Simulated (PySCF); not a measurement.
**Excitation energy of In by level of theory**

In [Kr] 4d10 5s2 5p1 (2P) → In [Kr] 4d10 5s1 5p2 (4P), as a difference of total energies. All numbers are calculated (PySCF 2.14, scalar relativity through the core potential, in def2-QZVPPD with the def2 core potential (28 electrons)). Correlated levels: valence: 4s2 4p6 4d10 frozen; valence and next inner shell: nothing frozen outside the core potential. The calculations carry no spin-orbit coupling.

```
                                method  excitation energy (cm⁻¹)
                                   UHF                     23261
                                   LDA                     40049
                                   PBE                     38083
                                  PBE0                     35239
                                r2SCAN                     34613
                               LC-wPBE                     32215
                                  MN15                     39009
                                  PW91                     38083
                                B2PLYP                     35236
                         MP2 (valence)                     28630
                     SCS-MP2 (valence)                     30684
    MP2 (valence and next inner shell)                     35589
SCS-MP2 (valence and next inner shell)                     36681
```

Errors of the correlated levels include the incompleteness of this basis and the frozen core.

For comparison: 35088 cm⁻¹ (measured; NIST levels, between the centres of gravity of the two terms).
